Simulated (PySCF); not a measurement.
EPR parameters of C6H4F3O

C6H4F3O (doublet state).
Z-matrix (Å and degrees, GFN2-xTB geometry), rows numbered from 1:
```
C 
C   1  1.3206
O   2  1.3617  1  128.42
C   3  1.3456  2  122.30  1     2.08
C   4  1.3019  3  130.73  2    -2.11
C   5  1.3506  4  161.65  3   169.47
F   6  1.3599  5  118.83  4   -80.36
C   6  1.3778  5  125.78  4   105.06
F   8  1.3295  6  122.69  5    -5.33
F   8  1.3238  6  125.33  5   177.34
H   1  1.0735  2  120.40  3   179.98
H   1  1.0762  2  122.12  3     0.06
H   2  1.0822  1  122.80  3  -179.93
H   4  1.0921  3  108.73  2   179.67
```

The hyperfine couplings belong to this conformer and change with its torsions.

The species is `C=CO/C=[C]/C(F)=C(F)F` [radical].

The calculation used UKS B3LYP, pcH-1 on C F H O, non-relativistic, mean-field spin-orbit, GIAO (PySCF 2.14.0). Isolated species at its GFN2-xTB geometry (one conformer only). The geometry wasn't refined by DFT: couplings that depend on bond lengths, twists or pyramidal angles can differ widely from those at the functional's own minimum. The frame is twisted about the C5–C6 bond at this geometry (dihedral C4–C5–C6–F7 = -80°); couplings at other torsion angles weren't computed. No stability test was run, so a lower SCF solution isn't excluded. ⟨S²⟩ is 0.777 where a pure state has 0.75.

* g1, g2, g3: 2.00181, 2.00339, 2.00409
* g_iso: 2.00310
* Form of g: rhombic: the two nearest values differ by 31 % of g3 − g1
* ⟨S²⟩: 0.7772 (exact 0.7500)
* α and β electrons: 38, 37
* HOMO–LUMO gap, α and β orbitals: 4.80, 4.21 eV
* Total energy: -605.65895 Eh
* Basis functions: 290

Isotropic coupling and dipolar principal values T1 to T3, in mT (MHz turned into mT with g_iso):

| atom | isotope | a_iso | T1 | T2 | T3 | Mulliken spin population |
| --- | --- | --- | --- | --- | --- | --- |
| C1 | 13C | 0.62 | -0.11 | -0.07 | 0.17 | 0.01 |
| C2 | 13C | -0.06 | -0.03 | -0.01 | 0.04 | 0.00 |
| O3 | 17O | -0.82 | -0.35 | 0.11 | 0.24 | 0.01 |
| C4 | 13C | -1.43 | -0.37 | 0.00 | 0.38 | -0.08 |
| C5 | 13C | 2.79 | -1.99 | -1.52 | 3.51 | 0.62 |
| C6 | 13C | -2.13 | -1.08 | 0.45 | 0.62 | -0.20 |
| F7 | 19F | -0.93 | -2.69 | 0.80 | 1.88 | -0.01 |
| C8 | 13C | 2.48 | -2.06 | -2.01 | 4.07 | 0.52 |
| F9 | 19F | 3.12 | -5.44 | -4.23 | 9.67 | 0.03 |
| F10 | 19F | 3.52 | -6.06 | -5.00 | 11.07 | 0.04 |
| H11 | 1H | 0.44 | -0.06 | -0.03 | 0.09 | 0.01 |
| H12 | 1H | 0.29 | -0.30 | -0.16 | 0.47 | 0.00 |
| H13 | 1H | 0.21 | -0.04 | -0.03 | 0.06 | 0.00 |
| H14 | 1H | 3.37 | -0.14 | -0.04 | 0.18 | 0.05 |

Largest spin populations (Mulliken): C5 (+0.62), C8 (+0.52), C6 (-0.20) and C4 (-0.08).

Axes: g2 points within 3° of the C5–C6 bond.

Under fast tumbling the dipolar parts average out, and these isotropic splittings remain (the largest six): 1 × 19F (F10, I = 1/2, 2 lines) with 3.52 mT, 1 × 1H (H14, I = 1/2, 2 lines) with 3.37 mT, 1 × 19F (F9, I = 1/2, 2 lines) with 3.12 mT, 1 × 19F (F7, I = 1/2, 2 lines) with 0.93 mT, 1 × 1H (H11, I = 1/2, 2 lines) with 0.44 mT and 1 × 1H (H12, I = 1/2, 2 lines) with 0.29 mT.

The 13C coupling of C5 (78.2 MHz) shows only in satellite lines or after enrichment, since that isotope makes up about 1.07 % of natural carbon.

The 17O coupling of O3 (-23.1 MHz) shows only in satellite lines or after enrichment, since that isotope makes up about 0.038 % of natural oxygen.

The run took 93 s wall (grids of density and orbitals included) on one thread, Arm Neoverse V2 (aarch64) (shared host), and the process peaked at 1.1 GiB of memory.
